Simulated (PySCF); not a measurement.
Bonding in `C=Cn1ncc(SC)n1`

Compound: C5H7N3S.
Atom-mapped SMILES: `[CH2:1]=[CH:2][n:3]1[n:4][cH:5][c:6]([S:7][CH3:8])[n:9]1` (hydrogens: H10, H11 on C1; H12 on C2; H13 on C5; H14, H15, H16 on C8)

Structure used (GFN2-xTB), in Å, numbered top down from 1:
```xyz
16
C5H7N3S angstrom
C     -2.2753    1.6344    0.0241
C     -2.2367    0.4482   -0.5639
N     -1.1116   -0.3548   -0.5738
N     -1.1014   -1.5318   -1.1698
C      0.1107   -2.0062   -0.9826
C      0.8359   -1.0495   -0.2378
S      2.4817   -1.1385    0.2999
C      2.5965    0.4594    1.1519
N      0.0342   -0.0219    0.0021
H     -1.4113    2.0281    0.5292
H     -3.1671    2.2319    0.0118
H     -3.0652   -0.0048   -1.0870
H      0.4270   -2.9564   -1.3553
H      1.8666    0.4857    1.9543
H      2.4035    1.2549    0.4397
H      3.6049    0.5301    1.5456
```

Bond orders from the PBE0/pcSseg-1 density (PySCF). The structure is a single GFN2-xTB conformer in the gas phase; no vibrational or solvent corrections.

**Question.** Where do the orders between heavy atoms depart from those drawn in the SMILES?

**Answer.** The largest departure is 0.315, at N9–N3 (drawn aromatic, 1.185), counting aromatic bonds as 1.5. The bonds drawn aromatic range from 1.19 to 1.54.

**Question.** Give the Mayer order of every bond, beside its length.

**Answer.** 
```csv
bond,drawn as,length (Å),Mayer order
C1–C2,double,1.325,1.903
C2–N3,single,1.382,0.943
N3–N4,aromatic,1.319,1.201
N4–C5,aromatic,1.315,1.544
C5–C6,aromatic,1.413,1.239
C6–S7,single,1.734,1.029
S7–C8,single,1.814,0.997
C6–N9,aromatic,1.325,1.432
N9–N3,aromatic,1.325,1.185
C1–H10,single,1.075,0.938
C1–H11,single,1.074,0.948
C2–H12,single,1.079,0.958
C5–H13,single,1.069,0.986
C8–H14,single,1.085,0.945
C8–H15,single,1.085,0.945
C8–H16,single,1.085,0.951
```

By pair of heavy elements: C–C: lowest C5–C6 (1.239, 1.413 Å), highest C1–C2 (1.903, 1.325 Å). C–N: lowest C2–N3 (0.943, 1.382 Å), highest N4–C5 (1.544, 1.315 Å). N–N: all 2 within 0.02 of one another (1.185 to 1.201). C–S: lowest S7–C8 (0.997, 1.814 Å), highest C6–S7 (1.029, 1.734 Å).

**Question.** Sum the orders of all bonds at each heavy atom with more than one neighbour and set the sums beside the valence in the SMILES.

**Answer.** C1 3.789 (drawn 4), C2 3.804 (drawn 4), N3 3.329 (drawn 3), N4 2.745 (drawn 3), C5 3.769 (drawn 4), C6 3.700 (drawn 4), S7 2.026 (drawn 2), C8 3.838 (drawn 4), N9 2.617 (drawn 3). Orders between atoms that aren't bonded are not in these sums.

For a closed shell the Mayer order of atoms A and B is Σ (PS)μν (PS)νμ over the basis functions μ on A and ν on B, with P the density and S the overlap matrix.
